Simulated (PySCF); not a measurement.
## Partial charges of `COc1ccc[p-]1`

Species: C5H6OP (charge -1).
Structure used (GFN2-xTB), in Å, numbered top down from 1:
```
atom  x, y, z in Å
C1     2.427    0.092    0.208
O2     1.454   -0.529   -0.564
C3     0.151   -0.173   -0.208
C4    -0.934   -0.732   -0.850
C5    -2.148   -0.244   -0.352
C6    -1.983    0.676    0.655
P7    -0.304    0.980    1.036
H8     2.359    1.186    0.128
H9     2.314   -0.164    1.272
H10    3.401   -0.247   -0.155
H11   -0.839   -1.461   -1.643
H12   -3.118   -0.561   -0.721
H13   -2.785    1.179    1.178
```

Density: PBE0/pcSseg-1 (PySCF); schemes: Mulliken, IAO, Hirshfeld and ESP-fitted. One conformer (not necessarily the lowest) at the GFN2-xTB geometry, without solvent, vibrations or thermal averaging. The pcSseg-1 basis has no diffuse functions, a weakness for an anion.

Question: Give the atomic charges in each scheme.

Answer: In e:

```csv
atom,environment,Mulliken,IAO,Hirshfeld,ESP-fitted
C1,methoxy carbon,-0.010,-0.191,-0.065,+0.113
O2,aryl ether oxygen,-0.497,-0.359,-0.156,-0.404
C3,aromatic carbon bearing oxygen,-0.099,-0.091,-0.057,+0.265
C4,aromatic CH carbon,-0.178,-0.286,-0.170,-0.212
C5,aromatic CH carbon,-0.106,-0.234,-0.148,-0.499
C6,aromatic CH carbon,-0.441,-0.464,-0.212,-0.102
P7,phosphorus bonded to 2 C,+0.040,-0.052,-0.234,-0.573
H8,methyl hydrogen,+0.079,+0.118,+0.012,+0.015
H9,methyl hydrogen,+0.076,+0.117,+0.012,+0.014
H10,methyl hydrogen,+0.074,+0.120,+0.023,+0.021
H11,aromatic hydrogen,+0.014,+0.110,+0.001,+0.089
H12,aromatic hydrogen,+0.010,+0.102,0.000,+0.169
H13,aromatic hydrogen,+0.038,+0.111,-0.007,+0.103
```

Mean size of the charges over all atoms: ESP-fitted 0.198 e, IAO 0.181 e, Mulliken 0.128 e, Hirshfeld 0.084 e. Each set sums to the total charge, -1, to within 0.001 e. The Mulliken scheme counts on each atom the diagonal of the density matrix times the overlap matrix over that atom's basis functions. The Hirshfeld scheme divides the density at each point in proportion to the densities of the neutral, spherically averaged free atoms.

Lowest charge. The schemes don't all agree: Mulliken O2 (-0.497); IAO C6 (-0.464); Hirshfeld P7 (-0.234); ESP-fitted P7 (-0.573).

Highest charge. The schemes don't all agree: Mulliken H8 (+0.079); IAO H10 (+0.120); Hirshfeld H10 (+0.023); ESP-fitted C3 (+0.265).

Question: Sum the charges by element, for elements with more than one atom.

Answer: 
```
element  atoms  Mulliken     IAO  Hirshfeld  ESP-fitted
      C      5    -0.834  -1.266     -0.652      -0.435
      H      6    +0.291  +0.677     +0.042      +0.412
```

Question: How closely do the schemes follow one another over all atoms?

Answer: Correlation coefficient and root-mean-square difference: Mulliken with IAO 0.88, 0.095 e; IAO with Hirshfeld 0.83, 0.137 e; Hirshfeld with ESP-fitted 0.76, 0.196 e; Mulliken with Hirshfeld 0.65, 0.142 e; IAO with ESP-fitted 0.48, 0.238 e; Mulliken with ESP-fitted 0.36, 0.256 e.

Question: How many electrons does the IAO scheme count on O2?

Answer: Z − q = 8 − (-0.359) = 8.359.

These values come from a run that also computed NMR shieldings. On x86-64 server, one thread, no GPU, shared host, this took 25 s wall.
